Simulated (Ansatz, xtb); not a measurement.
**CH6AlClGe: where a starting geometry ends**

The starting geometry of this gas-phase singlet was built from a drawn formula by distance geometry and a force field; its bonds are those of `[AlH2][C@H](Cl)[GeH3]`.

```yaml
atoms:
  - { symbol: C, position_ang: [-0.5475, -1.2861, 1.8311] }
  - { symbol: Al, position_ang: [-1.7180, 0.3445, 2.1642] }
  - { symbol: Cl, position_ang: [0.9161, -0.7903, 1.0055] }
  - { symbol: Ge, position_ang: [-1.5247, -2.5498, 0.6672] }
  - { symbol: H, position_ang: [-3.1681, 0.1291, 2.8202] }
  - { symbol: H, position_ang: [-1.2188, 1.7412, 1.6585] }
  - { symbol: H, position_ang: [-0.3331, -1.7873, 2.8334] }
  - { symbol: H, position_ang: [-2.8834, -2.9772, 1.4046] }
  - { symbol: H, position_ang: [-1.8499, -1.8794, -0.6448] }
  - { symbol: H, position_ang: [-0.6003, -3.7986, 0.4880] }
```

Q: Where would you expect an optimisation with r2SCAN-D4/def2-SVP to take it?

A: A new bond forms, giving a structure with Cl3 bridging Al2 and C1, given below by its coordinates. Contacts that close: Al2–Cl3 (3.09 → 2.46 Å).

The energy falls by 0.43 eV over 23 steps:

```
step  E − E(last) (eV)
   1             0.427
   3             0.248
   6             0.239
   8             0.237
  11             0.232
  13             0.226
  16             0.171
  18             0.047
  21             0.001
  23             0.000
```

Final geometry (Å):

```tsv
atom	x (Å)	y (Å)	z (Å)
C	-1.0778	-1.4826	2.0295
Al	-1.6144	0.4107	2.2043
Cl	0.5849	-0.5788	1.7241
Ge	-1.4575	-2.6175	0.4834
H	-1.5804	1.0587	3.6493
H	-2.1637	1.1352	0.9072
H	-0.8953	-2.0611	2.9480
H	-2.8200	-3.2817	0.7440
H	-1.5263	-1.7401	-0.7710
H	-0.3773	-3.6968	0.3090
```

From the same start GFN2-xTB reaches the same bonding as this run.

No frequencies were run, so the end isn't proven a minimum. Run with Ansatz 0.2.0, 39 s on 2 threads of Intel(R) Xeon(R) 6975P-C (Granite Rapids) (shared host).
